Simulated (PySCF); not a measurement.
Open-shell species derived from `C1=NCOCCC1`. All by UKS B3LYP (pcH-1 on C H N O) in PySCF, non-relativistic with spin–orbit coupling as a perturbation, on GFN2-xTB geometries; isolated species, one conformer each; SCF stability not tested. Couplings are magnitudes for isotopes of over 50 % abundance, averaged over nuclei equivalent by connectivity (but not across a short bond from an atom whose three angles sum to over 350°); populations are Mulliken's. Couplings are sensitive to structure, and on GFN2-xTB geometries they can be far from those on DFT ones.

| species | change | ⟨S²⟩ | g1 | g2 | g3 | largest spin population on | largest couplings |
| --- | --- | --- | --- | --- | --- | --- | --- |
| [CH]1N=CCCCO1 | H removed from sp3 C | 0.766 | 2.0023 | 2.0028 | 2.0031 | carbon bonded to C, N and H (0.66) | 2 × 1H 69 MHz, 1 × 1H 43 MHz, 1 × 1H 34 MHz, 2 × 1H 9 MHz, and 1 smaller |
| [C]1=NCOCCC1 | H removed from sp2 C | 0.754 | 1.9993 | 2.0022 | 2.0029 | carbon bonded to C and N (0.73) | 1 × 14N 101 MHz, 2 × 1H 9 MHz, 2 × 1H 9 MHz, 2 × 1H 4 MHz |
| [CH]1CC=NCOC1 | H removed from sp3 C | 0.754 | 2.0019 | 2.0026 | 2.0029 | carbon bonded to 2 C and H (1.01) | 2 × 1H 88 MHz, 1 × 1H 54 MHz, 2 × 1H 34 MHz, 1 × 1H 14 MHz, and 2 smaller |
| [CH]1CCCOCN1 | H added to N | 0.754 | 2.0020 | 2.0027 | 2.0033 | carbon bonded to C, N and H (0.86) | 1 × 1H 50 MHz, 2 × 1H 34 MHz, 1 × 14N 27 MHz, 1 × 1H 19 MHz, and 1 smaller |
| [CH]1CCC=NCO1 | H removed from sp3 C | 0.753 | 2.0021 | 2.0033 | 2.0040 | carbon bonded to C, O and H (0.89) | 1 × 1H 41 MHz, 2 × 1H 36 MHz, 2 × 1H 8 MHz, 1 × 14N 3 MHz, and 1 smaller |
| [CH]1C=NCOCC1 | H removed from sp3 C | 0.774 | 2.0021 | 2.0034 | 2.0050 | carbon bonded to 2 C and H (0.71) | 2 × 1H 87 MHz, 2 × 1H 67 MHz, 1 × 1H 43 MHz, 1 × 14N 20 MHz, and 1 smaller |

Question: Predict the same entries for `C1CCOC[N]C1` [radical] (H added to sp2 C).

Answer: ⟨S²⟩: 0.754; g1: 2.0020; g2: 2.0038; g3: 2.0069; largest spin population on: nitrogen bonded to 2 C (0.87); largest couplings: 2 × 1H 152 MHz, 2 × 1H 55 MHz, 1 × 14N 34 MHz, 2 × 1H 2 MHz. Largest spin populations (Mulliken): N6 (+0.87), H14 (+0.07), C5 (-0.07) and C7 (-0.06). No atom but N6 exceeds +0.15. (Numbering: [CH2:1]1[CH2:2][CH2:3][O:4][CH2:5][N:6][CH2:7]1 (hydrogens: H8, H9 on C1; H10, H11 on C2; H12, H13 on C3; H14, H15 on C5; H16, H17 on C7).)

Question: Which has the highest and which the lowest g_iso, and which the widest g anisotropy?

Answer: Highest: C1CCOC[N]C1 (2.0043, largest spin population on nitrogen bonded to 2 C). Lowest: [C]1=NCOCCC1 (2.0015, largest spin population on carbon bonded to C and N). Widest: C1CCOC[N]C1, g3 − g1 = 0.0048, which alone would spread the powder pattern at 94 GHz over 8.0 mT.

Question: How many first-order lines does each doublet give under fast tumbling, over what width, and where is its centre at 9.5 GHz?

Answer: 
| species | lines | width (mT) | centre (mT) |
| --- | --- | --- | --- |
| C1CCOC[N]C1 | 81 | 17.3 | 338.66 |
| [CH]1N=CCCCO1 | 108 | 8.7 | 338.91 |
| [C]1=NCOCCC1 | 81 | 8.8 | 339.13 |
| [CH]1CC=NCOC1 | 324 | 11.4 | 338.96 |
| [CH]1CCCOCN1 | 108 | 7.1 | 338.93 |
| [CH]1CCC=NCO1 | 162 | 5.0 | 338.85 |
| [CH]1C=NCOCC1 | 108 | 14.3 | 338.78 |

Splittings under 0.05 mT aren't counted.

Means can hide wide spreads in the frozen geometry: C1CCOC[N]C1, 2 × 1H from 5 to 105 MHz (mean 55); [CH]1CCC=NCO1, 2 × 1H from 1 to 71 MHz (mean 36); [CH]1CCCOCN1, 2 × 1H from 3 to 64 MHz (mean 34); [CH]1C=NCOCC1, 2 × 1H from 36 to 97 MHz (mean 67); [CH]1CC=NCOC1, 2 × 1H from 59 to 118 MHz (mean 88). The drawing needn't show where the spin sits: the atom drawn as the radical centre holds a spin population of 0.45 in [CH]1N=CCCCO1.
